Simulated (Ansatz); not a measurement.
Program: Ansatz 0.2.0.

A structure relaxed at PBE0-D4/def2-TZVP, charge 0, multiplicity 1:

```xyz
8

F    -0.983    2.359   -0.394
C    -0.368    1.265    0.069
C    -0.359    0.104   -0.572
Al    0.576   -1.375    0.236
H     0.109    1.471    1.024
H    -0.889    0.071   -1.522
H     1.283   -1.104    1.631
H     0.630   -2.792   -0.471
```

**Question.** Give its formula and SMILES.

**Answer.** C2H4AlF, `F/C=[CH]/[AlH2]`.

**Question.** Point group (tolerance 0.08 Å, 0.16 Å for H)?

**Answer.** Cs.

**Question.** Summarise the bond lengths by kind.

**Answer.** 1 × C–F 1.337 Å; 1 × C–C 1.327 Å; 2 × C–H 1.087 to 1.088 Å; 1 × Al–C 1.927 Å; 2 × Al–H 1.584 to 1.587 Å.
